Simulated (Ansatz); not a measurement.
# Cost against result

Saddle point of Zn2SiH2O3F4, singlet (Zn₂SiH₂O₃F₄ ([OH][Zn][O][Zn]1[OH][Si]([F])([F])([F])[F]1) → Zn₂SiHO₃F₃ ([OH][Zn][O][Zn][O][Si]([F])([F])[F]) + HF; bonds formed: F2–H6; dative contacts that become bonds: Si1–O7; bonds broken: Si1–F2, F5–Zn8, H6–O7), PBE0-D4/def2-TZVP structure:

```
12
angstrom
Si 1.8857 -0.6093 -0.6950
F 3.6175 0.1957 -0.4114
F 2.0812 -0.4615 -2.2495
F 2.4221 -1.9562 -0.0833
F 0.2726 -0.9607 -0.6847
H 2.8605 0.8392 0.1511
O 1.6535 0.7382 0.2715
Zn -0.1006 1.0012 0.7172
O -1.7038 1.4323 1.2549
Zn -3.2317 0.6261 0.9089
O -4.8554 -0.0285 0.6824
H -4.9016 -0.8164 0.1379
```

Barriers are electronic and count from the start structure reached by relaxing down the imaginary mode.

Ansatz 0.2.0; basis: as named in each row; cores frozen in the correlated methods. The 3s and 3p shells of Cu and Zn are frozen; filled d shells are correlated. B3LYP uses VWN-RPA correlation. Extrapolation: Hartree–Fock as exp(−7.88 √X), correlation as X^−2.97.

Times are rough, for one single point on 4 threads of a shared host (AMD EPYC 7R13), with one NVIDIA H100 (or a share of it) where marked.

The estimate by CCSD(T) at an estimated basis limit (MP2 extrapolated from triple and quadruple zeta, plus CCSD(T) − MP2 in triple zeta) is 1.173 eV.

| method | basis | time (s) | barrier (eV) | method less estimate |
| --- | --- | --- | --- | --- |
| SPW92 | def2-SVP | 1 | 0.759 | -0.414 |
| PBE-D4 | def2-SVP | 2 | 0.842 | -0.331 |
| B3LYP-D4 | 6-31G | 3 | 1.399 | 0.226 |
| PBE0-D4 | def2-SVP | 4 | 1.042 | -0.131 |
| CAM-B3LYP-D4 | def2-TZVPP | 4 (H100) | 1.078 | -0.095 |
| SPW92 | def2-TZVPP | 4 (H100) | 0.739 | -0.434 |
| BLYP-D4 | def2-TZVPP | 4 (H100) | 0.899 | -0.274 |
| PBE-D4 | def2-TZVPP | 5 (H100) | 0.822 | -0.350 |
| r2SCAN0-D4 | def2-TZVPP | 6 (H100) | 1.114 | -0.059 |
| BHLYP-D4 | def2-TZVPP | 6 (H100) | 1.253 | 0.080 |
| RPA on PBE | def2-TZVPP | 6 (H100) | 1.057 | -0.116 |
| wB97M-V | def2-TZVPP | 6 (H100) | 1.080 | -0.093 |
| B2PLYP | def2-TZVPP | 6 (H100) | 1.063 | -0.110 |
| HF | STO-3G | 6 | 0.577 | -0.596 |
| r2SCAN-D4 | def2-TZVPP | 6 (H100) | 0.996 | -0.177 |
| CCSD(T) | def2-SVP | 7 (H100) | 1.220 | 0.048 |
| B97M-V | def2-TZVPP | 8 (H100) | 1.140 | -0.033 |
| PBE0-D4 | def2-TZVPP | 8 (H100) | 1.003 | -0.170 |
| B3LYP-D4 | def2-TZVPP | 8 (H100) | 1.039 | -0.134 |
| wB97X-V | def2-TZVPP | 8 (H100) | 1.086 | -0.087 |
| PBE-QIDH | def2-TZVPP | 8 (H100) | 1.095 | -0.078 |
| MP2 | def2-QZVPP | 11 (H100) | 1.066 | -0.107 |
| wB97M-V | def2-SVP | 13 | 1.104 | -0.069 |
| PBE-D4 | STO-3G | 40 | -0.185 | -1.357 |
| CCSD(T) | def2-TZVPP | 59 (H100) | 1.107 | -0.066 |

All methods are single points on the PBE0-D4 structures; a negative value means that the method puts the saddle structure below the start.

No T1 diagnostic of these runs exceeds 0.016.

The step is the kind of ligand exchange by which a precursor binds to a hydroxyl group, or is hydrolysed, in atomic layer deposition of oxides. Here a small cluster stands in for the surface site.

Labels in which every atom is bracketed show which atoms are joined, not bond orders.
